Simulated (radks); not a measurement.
Problem. Species: Os+. Configuration: [Xe] 4f14 5d4 6s1 6d2 (not the ground configuration). Calculated with a radial shooting solver on a logarithmic mesh with Libxc functionals: scalar-relativistic Kohn-Sham, PBE, spin-polarised, spherical densities, finite nucleus; open shells are filled with parallel spins first (spin-orbit coupling, left out, can overturn this in heavy ions); Fermi nuclear charge, rms radius 5.4126 fm. Some entries of the table are withheld. Estimate them.

| orbital | occ. | eigenvalue (hartree) | <r> (bohr) |
|---|---|---|---|
| 1s up | 1 | -2714.612 | 0.01774 |
| 1s down | 1 | -2714.611 | 0.01774 |
| 2s up | 1 | -473.4929 | 0.07491 |
| 2s down | 1 | -473.4823 | 0.07491 |
| 2p up | 3 | -412.5143 | 0.06728 |
| 2p down | 3 | -412.5057 | 0.06728 |
| 3s up | 1 | -110.8185 | 0.1939 |
| 3s down | 1 | -110.8147 | 0.1939 |
| 3p up | 3 | -92.90476 | 0.1945 |
| 3p down | 3 | -92.90048 | 0.1945 |
| 3d up | 5 | -72.86361 | 0.1762 |
| 3d down | 5 | -72.85611 | 0.1762 |
| 4s up | 1 | -24.03506 | 0.4319 |
| 4s down | 1 | -24.02472 | 0.4319 |
| 4p up | 3 | -18.15709 | 0.4594 |
| 4p down | 3 | -18.14731 | 0.4594 |
| 4d up | 5 | -10.85149 | 0.4891 |
| 4d down | 5 | -10.83989 | 0.4888 |
| 5s up | 1 | -4.20698 | 1.004 |
| 5s down | 1 | -4.12026 | 0.9969 |
| 4f up | 7 | -2.73647 | 0.5571 |
| 4f down | 7 | -2.71645 | 0.5535 |
| 5p up | 3 | -2.70635 | 1.158 |
| 5p down | 3 | -2.59528 | 1.148 |
| 5d up | 4 | -0.99366 | (1) |
| 5d down | 0 | -0.85562 | (2) |
| 6s up | 1 | -0.79374 | (3) |
| 6s down | 0 | -0.66396 | (4) |
| 6d up | 2 | -0.20169 | 4.961 |

Solution. 
(1) 5d up <r> (bohr): 1.584
(2) 5d down <r> (bohr): 1.579
(3) 6s up <r> (bohr): 2.459
(4) 6s down <r> (bohr): 2.428
